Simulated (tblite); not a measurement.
Compound: trifluorosilane, F3HSi.
SMILES: `F[SiH](F)F`

Calculated harmonic vibrations of the isolated species, GFN2-xTB (tblite), most abundant isotopes, no scaling. The method is semi-empirical: single wavenumbers can be off by several per cent or more. Modes of hydrogen on silicon can be 10 to 20 % off.

Harmonic wavenumbers (cm⁻¹): 211.9, 212.5, 299.9, 621.5, 622.2, 835.4, 948.5, 948.9, 2588.5.

A = 7152, B = 7133, C = 4209 MHz; mass 85.980 u (most abundant isotopes); point group C3v, symmetry number 3.

Question: What is the zero-point energy?

Answer: Half the sum of the wavenumbers: 3645 cm⁻¹ = 43.60 kJ/mol.

Question: Entropy at 400 K, 1 bar (ideal gas, RRHO, classical rotation)?

Answer: Translation 170.51, rotation 98.37, vibration 40.15: S = 309.0 J/(mol K).

Question: And Cp and H(400 K) − H(0)?

Answer: Cp = 78.80 J/(mol K), of which vibrations give 45.54 (their classical limit is 9 R = 74.8); H(400 K) − H(0) = 22.66 kJ/mol without the zero-point energy, 9.36 from vibrations.

Question: What must be added to the electronic energy to get the Gibbs energy at 400 K and 1 bar?

Answer: ZPE + [H(400 K) − H(0)] − T·S = 43.60 + 22.66 − 123.61 = -57.35 kJ/mol.

Question: Which modes carry the vibrational entropy at 400 K?

Answer: 211.9 cm⁻¹: 10.77; 212.5 cm⁻¹: 10.75; 299.9 cm⁻¹: 8.08; 621.5 cm⁻¹: 3.17; 622.2 cm⁻¹: 3.16; 835.4 cm⁻¹: 1.72 J/(mol K); the other 3 give 2.50 together.

Question: How do the functions run with temperature in this model?

Answer: 
| T (K) | S (J/(mol K)) | Cp (J/(mol K)) | H − H(0) (kJ/mol) | G − H(0) (kJ/mol) | ln q(vib) |
| --- | --- | --- | --- | --- | --- |
| 50 | 200.0 | 34.8 | 1.67 | -8.33 | 0.00 |
| 100 | 226.7 | 43.6 | 3.63 | -19.04 | 0.11 |
| 298.15 | 287.2 | 69.9 | 15.06 | -70.56 | 1.30 |
| 373.15 | 303.6 | 76.8 | 20.57 | -92.73 | 1.83 |
| 500 | 327.3 | 84.8 | 30.86 | -132.79 | 2.71 |
| 750 | 363.5 | 93.4 | 53.27 | -219.38 | 4.33 |
| 1000 | 391.1 | 98.1 | 77.26 | -313.84 | 5.74 |

q(vib) and H(0) count from the zero-point level.

Hindered rotation and anharmonicity are outside this model.

Hardware: Arm Neoverse V1, one thread (shared host). This covers the Hessian and the dipole derivatives.
